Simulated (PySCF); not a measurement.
## Correlation energy of Li (lithium, neutral)

[He] 2p1, 2P determinant (an excited configuration). All numbers are calculated (PySCF 2.14, no relativity, point nucleus, in aug-cc-pCVQZ). Frozen: nothing; 3 electrons correlated.

MP2 pair energies summed by pair of shells (mhartree):

| pair | energy | share (%) |
| --- | --- | --- |
| 1s-1s | -38.06 | 96.9 |
| 1s-2p | -1.23 | 3.1 |

Total MP2 correlation energy: -39.28 mhartree.

Same-spin part -0.60 and opposite-spin part -38.69 mhartree; SCS-MP2 scales them by 1/3 and 6/5 to -46.62 mhartree.
